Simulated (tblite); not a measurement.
Compound: C2H6O2Si.
Bonds: C1–O2, O2–C3, C3–O4 (double), C3–Si5. Hydrogens: H6, H7, H8 on C1; H9, H10, H11 on Si5.

Computed with GFN2-xTB (tblite), gas phase: nudged elastic band of 9 images (0 to 8), spring 0.2 eV/Å², climbing image at the end, force threshold 0.05 eV/Å. No saddle search or frequency run followed, so the top image need not be a first-order saddle, and its height can exceed the method's true barrier by a kcal/mol or more.

The band describes a rotation about C3–O2 (carbonyl carbon, oxygen singly bound to a carbonyl carbon), followed by the dihedral Si5–C3–O2–C1, from the optimised start (-179°) to a second optimised geometry at 2°.

Q: Give the energy profile along the converged band.

A: 
```tsv
image	dihedral (°)	E (kcal/mol)	C3–O2 (Å)	Si5···C1 (Å)	largest true force (eV/Å)
0	-179	0.00	1.338	4.06	0.01
1	-169	0.37	1.339	4.02	0.05
2	-153	2.85	1.344	3.91	0.16
3	-123	10.22	1.361	3.72	0.29
4	-89	15.52	1.389	3.50	0.01
5	-44	10.33	1.353	3.33	0.18
6	-10	7.87	1.343	3.22	0.04
7	-2	7.60	1.344	3.19	0.03
8	2	6.93	1.345	3.12	0.01
```

Barriers of this band. The top is image 4 at -89°: 15.52 kcal/mol forward and 8.59 kcal/mol back; the end lies 6.93 kcal/mol above the start. The central bond is 0.051 Å longer at the top than at the start.

Q: What rate follows at 200 K for crossing this barrier forward?

A: Taking the electronic barrier for the free energy of activation (no zero-point or entropy terms, transmission 1), rate = (kT/h)·exp(−ΔE/kT) ≈ 5 × 10^-5 s⁻¹, whose inverse is 2 × 10^4 s. An error of 1 kcal/mol in the barrier changes this by a factor of 12, and the method and the loose band can each miss by that much or more.

Q: How would the two end points share their population at 200 K, from these energies alone?

A: exp(−ΔE/kT) with ΔE = 0.300 eV gives 2.8e-08 for the higher one (end) against 1 for the lower, without vibrational, rotational or degeneracy terms.

What follows is the cost of the whole band run. The run took 2.7 s wall on Arm Neoverse V2, one thread, shared host with 32 logical CPUs at a one-minute load of 8.5, and the process peaked at 0.18 GiB of memory.
